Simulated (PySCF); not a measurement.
Compound: C5H9OS (doublet state).
Structure used (GFN2-xTB), in Å, numbered top down from 1:
```xyz
16
C5H9OS angstrom
C     -2.4173    0.2263   -0.6515
C     -1.7739   -0.1269    0.6757
S     -0.3027   -1.1903    0.4889
C      0.8923    0.0290   -0.1773
C      2.2939   -0.5801   -0.1917
C      3.3259    0.3476   -0.7022
O      3.2912    1.4598   -1.1220
H     -3.3322    0.7897   -0.4793
H     -1.7510    0.8347   -1.2593
H     -2.6640   -0.6781   -1.2030
H     -1.4667    0.7636    1.2253
H     -2.4537   -0.7113    1.2953
H      0.8612    0.9102    0.4649
H      0.5889    0.3013   -1.1882
H      2.3132   -1.4745   -0.8198
H      2.5871   -0.8919    0.8139
```

The hyperfine couplings belong to this conformer and change with its torsions.

The species is `CCSCC[C]=O` [radical].

Computed, not measured: PySCF 2.14.0, UKS B3LYP, pcH-1 on C H O S, non-relativistic, mean-field spin-orbit, GIAO. Geometry: GFN2-xTB, one conformer, isolated molecule. The geometry wasn't refined by DFT: couplings that depend on bond lengths, twists or pyramidal angles can differ widely from those at the functional's own minimum. No stability test was run, so a lower SCF solution isn't excluded.

Q: Give the principal g shifts and their parts.

A: 
| Δg (ppt) | 1 | 2 | 3 |
| --- | --- | --- | --- |
| relativistic mass correction | -0.23 | -0.23 | -0.23 |
| gauge correction | 0.04 | 0.02 | -0.21 |
| orbital Zeeman/spin–orbit | -7.12 | -0.06 | 2.89 |
| total | -7.31 | -0.27 | 2.45 |

So g = 1.99501, 2.00205, 2.00477 and g_iso = 2.00061; the tensor is rhombic: the two nearest values differ by 28 % of g3 − g1. Axes: g1 points within 14° of the C6–O7 bond.

Q: At 9.575 GHz, how far is the centre of the isotropic spectrum from where a free electron (g = 2.002319) resonates?

A: B = hν/(g μB) with μB/h = 13.99624 MHz/mT gives 341.66 mT for the free electron and 341.95 mT at g_iso, 0.29 mT higher.

Q: How much does each term add to the isotropic shift?

A: The orbital-Zeeman/spin–orbit term -1.43, the mass correction -0.23 and the gauge correction -0.05 ppt, for a total of -1.71 ppt. The orbital-Zeeman/spin–orbit term is the largest in size. The mass correction is the same along every axis, so the anisotropy comes from the other two: their spans along these axes are 0.25 (gauge) and 10.01 ppt (orbital Zeeman/spin–orbit).

Q: What are the electron Larmor frequencies g μB B/h along the three axes at 350 mT?

A: 9.7729, 9.8074, 9.8207 GHz for g1, g2 and g3, a range of 47.8 MHz.

Q: In a frozen sample, at which fields do the three g values resonate at 9.5, 34, 94 and 263 GHz (hyperfine left aside), and which band first spreads them over more than twice a line width of 0.5 mT?

A: 
```json
{"band": "X", "GHz": "9.5", "B(g3) mT": "338.57", "B(g2) mT": "339.03", "B(g1) mT": "340.22", "spread mT": "1.66"}
{"band": "Q", "GHz": "34.0", "B(g3) mT": "1211.72", "B(g2) mT": "1213.37", "B(g1) mT": "1217.65", "spread mT": "5.93"}
{"band": "W", "GHz": "94.0", "B(g3) mT": "3350.05", "B(g2) mT": "3354.61", "B(g1) mT": "3366.44", "spread mT": "16.38"}
{"band": "J", "GHz": "263.0", "B(g3) mT": "9373.02", "B(g2) mT": "9385.76", "B(g1) mT": "9418.86", "spread mT": "45.84"}
```

The spread grows in proportion to the frequency. X band is the first where it exceeds 1.0 mT.

Largest spin populations (Mulliken): C6 (+0.67) and O7 (+0.24).

The HOMO–LUMO gaps are 4.41 eV among the α and 4.67 eV among the β orbitals.
